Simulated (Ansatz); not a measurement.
The cluster Li₆Al₄⁻. Total charge -1; doublet. Geometry PBE-D4/def2-SVPD; atoms count from 1.

```xyz
10

Al   -0.4132    0.0693    1.4641
Al   -0.8081    1.0708   -1.2374
Al    1.1649    2.0027    0.6802
Al    1.8062    0.4696   -1.3146
Li   -2.3577   -0.8500   -0.2636
Li   -1.5685    2.4451    0.8928
Li    2.3224   -0.4035    1.3744
Li   -0.0401   -0.5661   -3.1131
Li   -0.5482   -2.4715    2.0469
Li    0.4423   -1.7664   -0.5298
```

Another isomer (doublet) lies 0.49 eV lower at PBE0-D4/def2-TZVPD; other spin states weren't run for this one.

(1) Estimate the Mulliken populations from the PBE0/def2-TZVPD orbitals of Ansatz.

(2) Where does the spin sit?

(3) And the Mayer bond orders between bonded heavy atoms (over 0.3)?

Results:

(1) 
```json
{"atom": "Al1", "charge (e)": "-1.06", "spin (α − β)": "-0.06"}
{"atom": "Al2", "charge (e)": "-0.53", "spin (α − β)": "0.16"}
{"atom": "Al3", "charge (e)": "-0.15", "spin (α − β)": "0.07"}
{"atom": "Al4", "charge (e)": "-0.48", "spin (α − β)": "0.07"}
{"atom": "Li5", "charge (e)": "0.34", "spin (α − β)": "0.01"}
{"atom": "Li6", "charge (e)": "0.18", "spin (α − β)": "0.10"}
{"atom": "Li7", "charge (e)": "0.20", "spin (α − β)": "0.24"}
{"atom": "Li8", "charge (e)": "0.09", "spin (α − β)": "-0.02"}
{"atom": "Li9", "charge (e)": "0.13", "spin (α − β)": "0.18"}
{"atom": "Li10", "charge (e)": "0.28", "spin (α − β)": "0.24"}
```
Mulliken values and Mayer orders depend strongly on the basis. With diffuse functions, as here, like atoms can get unlike values, and bond orders can come out too low or too high.

(2) Summed by element: Al 0.25, Li 0.75, of 1 unpaired in all. Largest on single atoms: Li10 0.24, Li7 0.24, Li9 0.18.

(3) Al1–Al2 0.41 (2.91 Å); Al1–Al3 0.43 (2.62 Å); Al1–Li6 0.35 (2.70 Å); Al1–Li7 0.33 (2.78 Å); Al1–Li9 0.73 (2.61 Å); Al2–Al3 0.33 (2.90 Å); Al2–Al4 0.62 (2.68 Å); Al2–Li5 0.36 (2.65 Å); Al2–Li8 0.48 (2.61 Å); Al3–Al4 0.76 (2.60 Å); Al3–Li6 0.38 (2.78 Å); Al3–Li7 0.31 (2.76 Å); Al4–Li7 0.30 (2.87 Å); Al4–Li8 0.45 (2.78 Å). Values over 0.3 also appear between atoms too far apart for a bond (Al1–Al4 0.39 at 3.58 Å); they arise where an orbital or an unpaired electron spreads over both atoms.
